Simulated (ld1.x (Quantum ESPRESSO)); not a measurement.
# Logarithmic derivatives: Ag (Z = 47), TM

* Element: Ag
* Generator: ld1.x (Quantum ESPRESSO) 7.5
* Type: norm-conserving Troullier–Martins (Kleinman–Bylander form)
* Functional: BLYP
* Relativity: scalar-relativistic
* Frozen core: [Kr]
* Valence charge: 11
* Reference configuration: 4d9 5s0 5p0 (charge +2)
* Partial waves: 5s (bound, empty): rc 2.20 bohr; 5p (bound, empty): rc 2.95 bohr; 4d (bound): rc 1.35 bohr
* Local potential: all-electron potential smoothed inside 2.60 bohr (lloc = -1)
* Core correction: Bessel-smoothed model core inside 0.85 bohr

The phase is arctan(r·u′/u) with u = r·R(r), unwrapped; energies in Ry, scanned from -4 to 5 Ry. A pole is an energy at which the radial function vanishes at the test radius. The pseudo phase is shifted by a multiple of π to meet the all-electron one at the reference energy, and phase errors are pseudo minus all-electron; the curves can meet again beyond the range given. Levels narrower than the energy grid can be missing from the lists of poles.

```
channel  radius (bohr)  reference energy (Ry)  poles, all-electron      poles, pseudo  unbroken range about the reference energy with phases within 0.05 rad  phase error 1 Ry above the reference energy (rad)
      s           3.22                  -1.55          -0.89, 4.44  -0.90, 1.04, 4.99                                                              below 0.0                                             -0.010
      p           3.22                  -1.08                 0.01        -0.04, 2.79                                                              below 0.7                                             -0.011
      d           3.22                  -2.12          -2.07, 1.70        -2.07, 1.97                                                             below -0.5                                             +0.007
```

Phases in the d channel:

```json
{"E (Ry)": "-4.00", "all-electron": "1.391", "pseudo": "1.391"}
{"E (Ry)": "-3.76", "all-electron": "1.382", "pseudo": "1.383"}
{"E (Ry)": "-3.52", "all-electron": "1.373", "pseudo": "1.373"}
{"E (Ry)": "-3.28", "all-electron": "1.361", "pseudo": "1.362"}
{"E (Ry)": "-3.04", "all-electron": "1.347", "pseudo": "1.347"}
{"E (Ry)": "-2.80", "all-electron": "1.327", "pseudo": "1.328"}
{"E (Ry)": "-2.56", "all-electron": "1.295", "pseudo": "1.296"}
{"E (Ry)": "-2.32", "all-electron": "1.204", "pseudo": "1.205"}
{"E (Ry)": "-2.08", "all-electron": "-1.541", "pseudo": "-1.541"}
{"E (Ry)": "-1.84", "all-electron": "-1.780", "pseudo": "-1.779"}
{"E (Ry)": "-1.60", "all-electron": "-1.839", "pseudo": "-1.837"}
{"E (Ry)": "-1.36", "all-electron": "-1.891", "pseudo": "-1.886"}
{"E (Ry)": "-1.12", "all-electron": "-1.952", "pseudo": "-1.945"}
{"E (Ry)": "-0.88", "all-electron": "-2.042", "pseudo": "-2.028"}
{"E (Ry)": "-0.64", "all-electron": "-2.190", "pseudo": "-2.160"}
{"E (Ry)": "-0.40", "all-electron": "-2.479", "pseudo": "-2.404"}
{"E (Ry)": "-0.16", "all-electron": "-3.078", "pseudo": "-2.900"}
{"E (Ry)": "0.08", "all-electron": "-3.812", "pseudo": "-3.626"}
{"E (Ry)": "0.32", "all-electron": "-4.220", "pseudo": "-4.110"}
{"E (Ry)": "0.56", "all-electron": "-4.416", "pseudo": "-4.348"}
{"E (Ry)": "0.80", "all-electron": "-4.527", "pseudo": "-4.477"}
{"E (Ry)": "1.04", "all-electron": "-4.597", "pseudo": "-4.558"}
{"E (Ry)": "1.28", "all-electron": "-4.648", "pseudo": "-4.613"}
{"E (Ry)": "1.52", "all-electron": "-4.687", "pseudo": "-4.654"}
{"E (Ry)": "1.76", "all-electron": "-4.720", "pseudo": "-4.687"}
{"E (Ry)": "2.00", "all-electron": "-4.750", "pseudo": "-4.715"}
{"E (Ry)": "2.24", "all-electron": "-4.778", "pseudo": "-4.741"}
{"E (Ry)": "2.48", "all-electron": "-4.807", "pseudo": "-4.764"}
{"E (Ry)": "2.72", "all-electron": "-4.839", "pseudo": "-4.788"}
{"E (Ry)": "2.96", "all-electron": "-4.877", "pseudo": "-4.813"}
{"E (Ry)": "3.20", "all-electron": "-4.925", "pseudo": "-4.840"}
{"E (Ry)": "3.44", "all-electron": "-4.993", "pseudo": "-4.872"}
{"E (Ry)": "3.68", "all-electron": "-5.104", "pseudo": "-4.912"}
{"E (Ry)": "3.92", "all-electron": "-5.317", "pseudo": "-4.966"}
{"E (Ry)": "4.16", "all-electron": "-5.824", "pseudo": "-5.046"}
{"E (Ry)": "4.40", "all-electron": "-6.722", "pseudo": "-5.181"}
{"E (Ry)": "4.64", "all-electron": "-7.259", "pseudo": "-5.451"}
{"E (Ry)": "4.88", "all-electron": "-7.482", "pseudo": "-6.060"}
```
